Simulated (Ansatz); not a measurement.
Start from `[AlH2][GeH3]` and change one atom or group to get `[F][GeH2][AlH2]`.

Ansatz, PBE0-D4/def2-TZVP geometries, multiplicity 1. 

Scalar relativity is left out up to krypton.

```
                                        property  `[AlH2][GeH3]`
size of the dipole moment (B3LYP/def2-TZVPP) / D            0.44
             HOMO–LUMO gap (PBE/def2-TZVPP) / eV            3.71
            HOMO–LUMO gap (PBE0/def2-TZVPP) / eV            5.52
             HOMO energy (B3LYP/def2-TZVPP) / eV           -7.42
              HOMO energy (PBE0/def2-TZVPP) / eV           -7.61
               HOMO energy (PBE/def2-TZVPP) / eV           -6.55
```

**Question.** What does the change do to each property? (An estimate is asked.)

**Answer.** Computed: 
```json
{"property": "size of the dipole moment (B3LYP/def2-TZVPP) / D", "`[F][GeH2][AlH2]`": "2.40", "shift": "1.96"}
{"property": "HOMO–LUMO gap (PBE/def2-TZVPP) / eV", "`[F][GeH2][AlH2]`": "3.53", "shift": "-0.18"}
{"property": "HOMO–LUMO gap (PBE0/def2-TZVPP) / eV", "`[F][GeH2][AlH2]`": "5.43", "shift": "-0.09"}
{"property": "HOMO energy (B3LYP/def2-TZVPP) / eV", "`[F][GeH2][AlH2]`": "-7.61", "shift": "-0.19"}
{"property": "HOMO energy (PBE0/def2-TZVPP) / eV", "`[F][GeH2][AlH2]`": "-7.80", "shift": "-0.19"}
{"property": "HOMO energy (PBE/def2-TZVPP) / eV", "`[F][GeH2][AlH2]`": "-6.64", "shift": "-0.09"}
```

With PBE0 the HOMO falls by 0.19 eV and the LUMO falls by 0.28 eV, so the gap narrows by about 0.09 eV. PBE moves the HOMO by -0.09 eV and ωB97M-V by -0.21 eV. Dipoles are sizes alone; their direction can turn.

B3LYP here is the variant with VWN-RPA as its local correlation; programs differ in this.
